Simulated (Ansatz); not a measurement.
A nudged elastic band was laid between two geometries of BH$_{4}$SSb (7 atoms, charge 0, multiplicity 1).

Level of theory: RKS PBE-D4/def2-SVP (Ansatz 0.2.0).

```json
{
 "movable images": "5",
 "climbing image": "yes",
 "spring": "5.0 eV/Å²",
 "optimiser": "quadratic models (default)",
 "start path": "through a guess of the saddle point",
 "force threshold": "0.05 eV/Å",
 "iteration limit": "60",
 "end points": "relaxed"
}
```

First end point:

```xyz
7
Properties=species:S:1:pos:R:3
S -0.873 -1.404 -0.868
B -0.558 0.208 -0.190
Sb 0.833 0.433 1.571
H -1.842 -1.087 -1.781
H -1.155 1.181 -0.601
H 1.840 1.529 0.683
H 1.817 -0.928 1.142
```

Last end point:

```xyz
7
Properties=species:S:1:pos:R:3
S -0.506 -0.357 -1.771
B -0.620 0.021 -0.038
Sb 1.073 1.094 0.995
H -1.765 -0.849 -1.983
H -1.639 -0.206 0.579
H 2.310 0.400 0.001
H 1.209 -0.170 2.171
```

(1) Which bonds break or form, and what moves?

(2) What energy profile does the band end with?

(3) What is the geometry of the highest image?

(4) What are the harmonic wavenumbers there?

Results:

(1) No bond is made or broken.  The two ends are copies of one structure, up to a mirror image or an exchange of like atoms.

(2) It converged. The highest image is number 3 of 0 to 6, 11.2 kJ/mol above the ends, which have the same energy within 2 meV. A vibrational analysis at the climbing image gives one clearly imaginary mode, 156i cm⁻¹: a first-order saddle point.

```
image  path coordinate (Å)  energy (kJ/mol)
    0                 0.00              0.0
    1                 0.60              2.2
    2                 1.21              7.8
    3                 1.81             11.2
    4                 2.43              7.7
    5                 3.05              2.0
    6                 3.67              0.0
```

(3) 
```xyz
7
Properties=species:S:1:pos:R:3
S -0.543 -0.829 -1.337
B -0.703 0.205 0.094
Sb 1.158 0.696 1.340
H -1.848 -0.858 -1.758
H -1.785 0.648 0.412
H 2.091 1.027 -0.088
H 1.690 -0.957 1.291
```

(4) 156i, 151, 383, 415, 547, 563, 750, 786, 806, 856, 993, 1857, 1864, 2538, 2586 cm⁻¹.

Time of the run: 3.8 min on 1 thread of Arm Neoverse V1, on a shared host, peak memory 0.11 GiB.
